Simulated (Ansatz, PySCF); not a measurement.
Molecule: dihydroxy(dimethyl)silane, C$_{2}$H$_{8}$O$_{2}$Si, net charge 0, singlet state. 
Geometry from a B3LYP-D3(BJ)/def2-TZVP (Ansatz, a program for electronic structure) optimisation:
```xyz
13

Si    -0.0015     0.0277     0.0150
C      1.5324    -1.0240    -0.0388
C     -1.4402    -0.7155    -0.9012
O     -0.5557     0.2293     1.5631
O      0.4655     1.4750    -0.6420
H      1.3462    -2.0080     0.3960
H      2.3488    -0.5566     0.5164
H      1.8719    -1.1646    -1.0671
H     -1.1936    -0.8731    -1.9530
H     -2.3160    -0.0643    -0.8519
H     -1.7213    -1.6780    -0.4691
H      0.0530     0.5941     2.2103
H     -0.1991     2.1641    -0.7197
```
Charge 0, spin multiplicity 1.

Property: atomisation energy (electronic, to ground-state atoms), in kJ/mol. Valence correlation only, unless marked. UHF or UKS for open shells. Spin-orbit coupling is left out. No relativistic terms. The coupled-cluster limit lacks core correlation, which all-electron functionals hold. CBS(X,Y): correlation extrapolated as X^-3; Hartree-Fock from the larger set. The bracket is a focal-point correction in the basis named.

```
level                                                                 program  atomisation energy (kJ/mol)
-------------------------------------------------------------  --------------  ---------------------------
PBE-D3(BJ)/def2-TZVPD                                          Ansatz + dftd3                          [?]
r2SCAN/def2-TZVPD                                                      Ansatz                       5090.4
B97M-V/def2-TZVPD                                                      Ansatz                       5089.3
PBE0-D3(BJ)/def2-TZVP                                          Ansatz + dftd3                       5064.4
TPSSh-D3(BJ)/def2-TZVPD                                         PySCF + dftd3                          [?]
HSE06-D3(BJ)/def2-TZVPD                                        Ansatz + dftd3                       5067.4
SCS-MP2/STO-3G                                                         Ansatz                       4766.5
CCSD(T) with core electrons (1s frozen past Ne)/cc-pwCVTZ              Ansatz                       5003.1
RI-MP2/CBS(cc-pV(T+d)Z,cc-pV(Q+d)Z)+[CCSD(T)-MP2]/cc-pV(T+d)Z          Ansatz                          [?]
```

Problem. Some entries are withheld; supply them.

Solution. 
- PBE-D3(BJ)/def2-TZVPD, atomisation energy (kJ/mol): 5141.2
- TPSSh-D3(BJ)/def2-TZVPD, atomisation energy (kJ/mol): 5078.2
- RI-MP2/CBS(cc-pV(T+d)Z,cc-pV(Q+d)Z)+[CCSD(T)-MP2]/cc-pV(T+d)Z, atomisation energy (kJ/mol): 5120.0
